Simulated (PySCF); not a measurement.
Correlation energy of C²⁺ (carbon, charge +2)

[He] 2s2, closed-shell 1S. All numbers are calculated (PySCF 2.14, scalar relativity by spin-free X2C-1e, in aug-cc-pVDZ-DK (4s3p2d, 23 functions)). Frozen: 1s2; 2 electrons correlated.

Total MP2 correlation energy: -39.59 mhartree.

Same-spin part 0.00 and opposite-spin part -39.59 mhartree; SCS-MP2 scales them by 1/3 and 6/5 to -47.50 mhartree.

With two correlated electrons CCSD is exact within the correlated space (frozen core and kept virtual orbitals).

| level | correlation energy (mhartree) |
| --- | --- |
| CCSD | -71.95 |

Diagnostics: T1 = 0.0085, D1 = 0.0120, largest double amplitude 0.157.

Q: Is a single reference adequate?

A: Not fully. A double-excitation amplitude exceeds 0.15, a sign of near-degeneracy.
